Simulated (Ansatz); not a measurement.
Consider the ligand exchange at a B–C bond: `BC(=N)CF` + `NC[TeH]` → `BNC[TeH]` + `N=CCF`.

Computed with Ansatz on PBE0-D4/def2-TZVP structures; ΔE is electronic, products minus reactants. CBS: MP2 limit from def2 TZ/QZ plus the TZ coupled-cluster correction, frozen cores. Elements past krypton have def2 core potentials. For Te outer-core shells are correlated without core-valence functions, which leaves a few kJ/mol of doubt a bond. One conformer a species, not always the lowest.

```json
{"level": "CCSD/def2-TZVPP", "ΔE (kJ/mol)": "-168.4"}
{"level": "CCSD/CBS(def2)", "ΔE (kJ/mol)": "-166.6"}
```

Problem. What does CCSD(T)/CBS give? (Estimate.)

Solution. Computed: -168.8 kJ/mol. The listed levels differ from it by 0.4, 2.2 kJ/mol.

Largest T1 diagnostic among the species: 0.012.

In def2-TZVPP, CCSD(T) changes the Hartree–Fock value by −11.3 kJ/mol (the triples alone add −2.2 kJ/mol) and MP2 by −13.8 kJ/mol.
